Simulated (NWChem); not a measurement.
Basis-set dependence for phosphorus nitride (NP)

```xyz
2

N      0.0000     0.0000     1.0149
P      0.0000     0.0000    -0.4736
```
Charge 0, spin multiplicity 1.

Program: NWChem. All single points use one geometry, from PBE0/def2-SVP, a minimum by its harmonic frequencies.

Hartree-Fock energies in Ha, correlation energies in mHa.

The correlated methods keep 6 core orbitals frozen. The Pople sets run with spherical d functions. No row is a measurement; the coupled-cluster row has its own basis-set and correlation limits.

```
basis      functions         RHF     MP2  SCS-MP2    CCSD  CCSD+T(CCSD)  CCSD(T)  CR-CCSD[T]  CR-CCSD(T)
---------  ---------  ----------  ------  -------  ------  ------------  -------  ----------  ----------
def2-SVP          32  -394.98457  -290.3   -281.5  -291.9        -309.1   -307.7      -305.1      -304.1
6-311G**          44  -395.15586  -300.2   -291.3  -299.9        -318.3   -317.0      -314.1      -313.1
def2-TZVP         68  -395.17500  -345.4   -338.1  -344.9        -369.2   -367.9      -363.6      -362.6
def2-QZVP        127  -395.18762  -371.0   -365.6  -365.3        -391.8   -390.5      -385.8      -384.8
```

From def2-TZVP to def2-QZVP the Hartree-Fock energy moves by -12.6 mHa and the MP2 correlation energy by -25.6 mHa, which is 7 % of its value in the larger set.
